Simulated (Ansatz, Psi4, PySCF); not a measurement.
C$_{2}$H$_{5}$S (SMILES CC[S-]), charge -1, singlet, geometry from GFN2-xTB (in this run its highest filled SCF level lies above zero, so its values depend strongly on the basis, on diffuse functions most of all), atoms displaced at random by about 0.08 Å a coordinate. Base run: R2SCAN/6-31G, gradient in PySCF.

Input for PySCF:
```python
from pyscf import gto, scf, dft

mol = gto.M(
    atom='''
C     1.569553    0.730698   -0.022799
C    -0.059057    0.804826   -0.029104
S    -0.717133   -0.912818    0.197875
H    -0.400894    1.309530    0.832059
H    -0.339336    1.412068   -0.783487
H     1.880981    1.655434   -0.018703
H     1.912975   -0.066639    0.809401
H     1.844781    0.171930   -0.734734
''',
    basis='6-31g',
    charge=-1,
    spin=0,
    verbose=4,
)

mf = dft.RKS(mol)
mf.xc = 'r2scan'
mf.kernel()
g = mf.nuc_grad_method()
grad = g.kernel()
```

Programs used: Ansatz (a first-principles code), Psi4, PySCF; a row that names a program was run with it.

The coordinate followed is x of atom 7.

Variants of this job, named by their change:

```json
[
 {"change": "base", "dE/dx (Eh/bohr)": "0.016903", "net force (Eh/bohr)": "0.001008"},
 {"change": "finite difference step (bohr) = 1e-4; conv_tol = 1e-11", "dE/dx (Eh/bohr)": "0.016904", "net force (Eh/bohr)": "-"},
 {"change": "conv_tol = 1e-6", "dE/dx (Eh/bohr)": "0.016904", "net force (Eh/bohr)": "0.001008"},
 {"change": "finite difference step (bohr) = 0.05; conv_tol = 1e-11", "dE/dx (Eh/bohr)": "0.016903", "net force (Eh/bohr)": "-"},
 {"change": "density fitting = on; auxbasis_response = off", "dE/dx (Eh/bohr)": "0.016896", "net force (Eh/bohr)": "0.000825"},
 {"change": "code = ansatz", "dE/dx (Eh/bohr)": "0.016908", "net force (Eh/bohr)": "0.000000"},
 {"change": "grids.level = 5; grid_response = off", "dE/dx (Eh/bohr)": "0.016908", "net force (Eh/bohr)": "0.000145"},
 {"change": "finite difference step (bohr) = 0.2; conv_tol = 1e-11", "dE/dx (Eh/bohr)": "0.016883", "net force (Eh/bohr)": "-"},
 {"change": "grid_response = on", "dE/dx (Eh/bohr)": "0.016904", "net force (Eh/bohr)": "0.000000"},
 {"change": "conv_tol = 1e-11", "dE/dx (Eh/bohr)": "0.016903", "net force (Eh/bohr)": "0.001008"},
 {"change": "code = psi4", "dE/dx (Eh/bohr)": "0.016905", "net force (Eh/bohr)": "0.002599"},
 {"change": "finite difference step (bohr) = 1e-5; conv_tol = 1e-11", "dE/dx (Eh/bohr)": "0.016904", "net force (Eh/bohr)": "-"}
]
```

The net force is zero for an exact gradient.
